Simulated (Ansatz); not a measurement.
Stepwise reaction of `[SH][Sn]([SH])([SH])[SH]` with hydrogen fluoride, as a gas-phase model of exchange steps in deposition or etching. ΔE in kJ/mol.

Gas-phase electronic energies from Ansatz, PBE0-D4/def2-TZVP geometries. CCSD(T)/CBS adds triple-zeta CCSD(T) − MP2 to the extrapolated MP2 energy (def2 sets, frozen cores). This one scheme is used for every species. DFT in def2-TZVPP. B3LYP here is the variant with VWN-RPA as its local correlation; programs differ in this. def2 core potentials past Kr. For Sn outer-core shells are correlated without core-valence functions, which leaves a few kJ/mol of doubt a bond. Each species was taken in one conformer, which may not be the lowest.

```tsv
step	reaction	PBE-D4	B3LYP-D4	ωB97M-V	CCSD(T)/CBS
1	`[SH][Sn]([SH])([SH])[SH]` + H–F → `[F][Sn]([SH])([SH])[SH]` + H₂S	8.2	4.1	2.3	11.3
2	`[F][Sn]([SH])([SH])[SH]` + H–F → `[F][Sn]([F])([SH])[SH]` + H₂S	14.2	9.2	8.2	14.9
3	`[F][Sn]([F])([SH])[SH]` + H–F → `[F][Sn]([F])([F])[SH]` + H₂S	23.7	19.1	17.5	23.4
4	`[F][Sn]([F])([F])[SH]` + H–F → `[F][Sn]([F])([F])[F]` + H₂S	37.4	34.0	31.3	36.0
```

Task: By hand: ΔE of the 4 steps together at CCSD(T)/CBS.

Result: (11.3) + (14.9) + (23.4) + (36.0) = 85.6 kJ/mol, or 21.4 kJ/mol a step.

In ΔE each step is higher than the one before. All are uphill at CCSD(T)/CBS. PBE-D4 differs from CCSD(T)/CBS by -3.1 to 1.4 kJ/mol a step. Isolated molecules leave out the surface, adducts and barriers. Largest T1 diagnostic: 0.015.
